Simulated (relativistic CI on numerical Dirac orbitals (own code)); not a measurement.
## Cs28+: q coefficients and field-shift factors

Method of calculation: Dirac-Coulomb-Breit CI, separate exchange-only KLI orbitals for each configuration, derivatives by finite differences, unscaled Slater integrals, QED left out (own radial code, finite nucleus).

Configuration list (outside the closed core [Ne]): 3s2 3p6 3d9, 3s2 3p5 3d10, 3s 3p6 3d10, 3s2 3p6 3d8 4s, 3s2 3p6 3d8 4p, 3s2 3p6 3d8 4d, 3s2 3p4 3d10 4s, 3s2 3p6 3d8 4f. Levels of other configurations are missing.

With x = (α/α₀)² − 1 an excitation energy changes as ω = ω₀ + qx; K = 2q/ω₀ is the relative enhancement. Terms are leading LS components, so labels can repeat. The field-shift factor is F = δν/δ⟨r²⟩ for the transition from the lowest level.

Lowest level 3s2 3p6 3d9 2D_5/2.

| Level | ω₀ (cm⁻¹) | q (cm⁻¹) | K | F (GHz/fm²) |
| --- | --- | --- | --- | --- |
| 3s2 3p6 3d9 2D_3/2 | 119878 | 119800 | 2 | 1.24 |
| 3s2 3p5 3d10 2P°_3/2 | 2141425 | 162200 | 0.151 | 7.2 |
| 3s2 3p5 3d10 2P°_1/2 | 2715125 | 799200 | 0.589 | -16.2 |
| 3s 3p6 3d10 2S_1/2 | 3920325 | 912300 | 0.465 | -869 |
| 3s2 3p6 3d8 4s 4F_9/2 | 5307532 | -355800 | -0.134 | 297 |
| 3s2 3p6 3d8 4s 2F_7/2 | 5323465 | -354400 | -0.133 | 296 |
| 3s2 3p6 3d8 4s 2D_5/2 | 5361789 | -356600 | -0.133 | 297 |
| 3s2 3p6 3d8 4s 2D_3/2 | 5366714 | -352100 | -0.131 | 297 |
| 3s2 3p6 3d8 4s 4F_7/2 | 5425329 | -239400 | -0.0882 | 298 |
| 3s2 3p6 3d8 4s 4F_5/2 | 5427882 | -237800 | -0.0876 | 298 |
| 3s2 3p6 3d8 4s 4P_1/2 | 5448259 | -330200 | -0.121 | 298 |
| 3s2 3p6 3d8 4s 4P_5/2 | 5472353 | -233800 | -0.0854 | 298 |
| 3s2 3p6 3d8 4s 4F_3/2 | 5474496 | -231700 | -0.0847 | 298 |
| 3s2 3p6 3d8 4s 4P_3/2 | 5499632 | -234400 | -0.0852 | 298 |
| 3s2 3p6 3d8 4s 2P_1/2 | 5511420 | -237300 | -0.0861 | 298 |
| 3s2 3p6 3d8 4s 2G_9/2 | 5513253 | -245600 | -0.0891 | 298 |
| 3s2 3p6 3d8 4s 2G_7/2 | 5514829 | -244000 | -0.0885 | 298 |
| 3s2 3p6 3d8 4s 2D_3/2 | 5576585 | -128500 | -0.0461 | 299 |
| 3s2 3p6 3d8 4s 2D_5/2 | 5579028 | -122000 | -0.0437 | 299 |
| 3s2 3p6 3d8 4s 2S_1/2 | 5715349 | -135300 | -0.0473 | 299 |
| 3s2 3p6 3d8 4p 4D°_7/2 | 5755089 | -316100 | -0.11 | 33.1 |
| 3s2 3p6 3d8 4p 2G°_9/2 | 5763645 | -318100 | -0.11 | 33.2 |
| 3s2 3p6 3d8 4p 2D°_3/2 | 5809605 | -316900 | -0.109 | 33.3 |

At this charge energies of transitions that change n are usually good to better than 1 %, and those within a shell (Δn = 0) to a few per cent.
